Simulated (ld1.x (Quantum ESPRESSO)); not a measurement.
# What the settings do to the TM potential of carbon (C)

Base potential:

ld1.x (Quantum ESPRESSO) 7.5 input, shortened:

```
&input
   title='C', zed=6., rel=0, dft='PBE', iswitch=3,
   config='[He] 2s2 2p2'
 /
 &inputp
   pseudotype=2, tm=.true., lloc=1,
   nlcc=.true., new_core_ps=.true., rcore=0.50
 /
2
2S  1  0   2.00   0.00  0.90  0.90  0.0
2P  2  1   2.00   0.00  2.45  2.45  0.0
 &test
   configts(1)='2s2 2p2'
 /
```

Cutoffs, loose and tight: the cutoffs (Ry, on a coarse ladder) from which the occupation-weighted sum of valence levels, in a spherical-Bessel basis at the reference potential, stays within 10 and 1 mRy of its value at 400 Ry. They do not see the model core or the augmentation charge, which bear on the density cutoff. Test errors are all-electron minus pseudo excitation energies from the reference, over the configurations 2s2 2p1; 2s2 2p0; 2s1 2p0; 2s1 2p2; 2s2 2p2.3; 2s2 2p1.5; 2s1 2p3. A dash means not determined; rows that change the core or the reference have their own tests.

A true bound ghost makes a file unfit for plane-wave use even where its test errors are small: the radial tests pick states by their node count and pass the ghost by.

Cutoffs are not given where the Bessel-basis levels miss the radial ones by over 6 mRy, ghosts where they miss by over 20 mRy; a channel whose overlap is not positive is not tested.

| change | outcome | cutoff, loose | cutoff, tight | bound ghosts | largest test error (meV) |
| --- | --- | --- | --- | --- | --- |
| base | generated | 40 Ry | 110 Ry | none | +1133 |
| wave 2s (bound): rc 0.90 bohr becomes 2s (bound): rc 0.58 bohr | generated | – | – | s | +1133 |
| wave 2s (bound): rc 0.90 bohr becomes 2s (bound): rc 0.74 bohr | generated | 140 Ry | 260 Ry | none | +1134 |
| wave 2s (bound): rc 0.90 bohr becomes 2s (bound): rc 0.82 bohr | generated | 90 Ry | 200 Ry | none | +1131 |
| wave 2s (bound): rc 0.90 bohr becomes 2s (bound): rc 1.04 bohr | generated | 35 Ry | 90 Ry | none | +1136 |
| wave 2s (bound): rc 0.90 bohr becomes 2s (bound): rc 1.14 bohr | generated | 35 Ry | 90 Ry | none | +1135 |
| wave 2s (bound): rc 0.90 bohr becomes 2s (bound): rc 1.36 bohr | generated | 30 Ry | 70 Ry | none | +1139 |

(1) What comes out with this change to the base: wave 2s (bound): rc 0.90 bohr becomes 2s (bound): rc 1.26 bohr?

Results:

(1) outcome: generated; cutoff, loose: 30 Ry; cutoff, tight: 80 Ry; bound ghosts: none; largest test error (meV): +1136.

Reading the sweep of the s radius (base included, trends over the rows without a ghost): The loose cutoff falls from 140 Ry at 0.74 to 30 Ry at 1.36 bohr. A larger radius leaves more room for a smooth pseudo-wave, so fewer plane waves are needed; a smaller one forces it to follow the all-electron wave where it bends sharply. The median size of the test errors (rows with all tests solved) stays near 42.7 meV. Bound ghosts are found at 0.58 bohr.
